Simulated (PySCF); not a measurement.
Two-dimensional NMR puzzle

Compound of formula C$_{9}$H$_{9}$F. Correlations simulated from computed shifts and the bond graph:

HSQC (one-bond C–H):
```tsv
δH	δC
7.65	135.5
7.59	126.8
7.57	132.5
7.51	129.0
3.70	46.9
3.30	46.9
1.71	26.2
```

COSY cross peaks (H two or three bonds apart, from the bond graph; peaks can be absent where the dihedral angle is near 90°):
```tsv
δH	δH
7.65	7.57
7.65	7.51
7.59	7.57
3.70	3.30
```

HMBC (two and three bonds, from the bond graph):
```tsv
δH	δC
7.65	147.7, 132.5, 129.0, 126.8
7.59	154.5, 147.7, 135.5, 132.5, 98.1
7.57	154.5, 135.5, 129.0, 126.8
7.51	154.5, 147.7, 135.5, 132.5, 46.9
3.70	154.5, 147.7, 129.0, 98.1, 26.2
3.30	154.5, 147.7, 129.0, 98.1, 26.2
1.71	154.5, 98.1, 46.9
```

Carbons without hydrogens: δ 154.5, 147.7, 98.1.

Theoretical values (PySCF): GIAO PBE0/pcSseg-1 shieldings, geometry: GFN2-xTB. One averaged value for each set of equivalent atoms, non-relativistic, a single conformation, isolated molecule.

δ = σ(ref) − σ, references computed at the same level: 1H (σ = 31.72 ppm) and 13C (σ = 186.93 ppm) against TMS.

Exchangeable hydrogens are left out of these lists.

Which molecule is this?

Answers

SMILES C[C@@]1(F)Cc2ccccc21.

Structure with atom numbers: `[CH3:1][C@@:2]1([F:3])[CH2:4][c:5]2[cH:6][cH:7][cH:8][cH:9][c:10]21`. Each H is labelled by its parent atom. Ha(C4) is pro-R; Hb(C4) is pro-S.

1. δC 154.5 is C10, a substituted aromatic carbon.
2. δC 147.7 is C5, a substituted aromatic carbon.
3. δC 135.5 is C7, an aromatic CH (δH 7.65).
4. δC 132.5 is C8, an aromatic CH (δH 7.57).
5. δC 129.0 is C6, an aromatic CH (δH 7.51).
6. δC 126.8 is C9, an aromatic CH (δH 7.59).
7. δC 98.1 is C2, a fully substituted sp3 carbon bonded to F, on an aromatic ring.
8. δC 46.9 is C4, an sp3 CH2 on an aromatic ring (δH 3.30, 3.70).
9. δC 26.2 is C1, a methyl carbon (δH 1.71).
10. HMBC from δH 7.65 reaches the proton-free carbon C5.
11. HMBC from δH 7.59 reaches the proton-free carbons C10, C5, C2.
12. HMBC from δH 7.57 reaches the proton-free carbon C10.
13. HMBC from δH 7.51 reaches the proton-free carbons C10, C5.
14. COSY links 7.65–7.57, 7.65–7.51, 7.59–7.57, 3.70–3.30.

The data come from this structure; uniqueness wasn't tested.

Shifts are as computed. Against solution values, carbons near 30 ppm lie about +3 ppm off and those near 130 ppm about +5 ppm. Of 1211 compounds with measured shifts, 218 miss one by over three times the rms of a fit or turn the order of signals round; such compounds aren't used in these exercises.
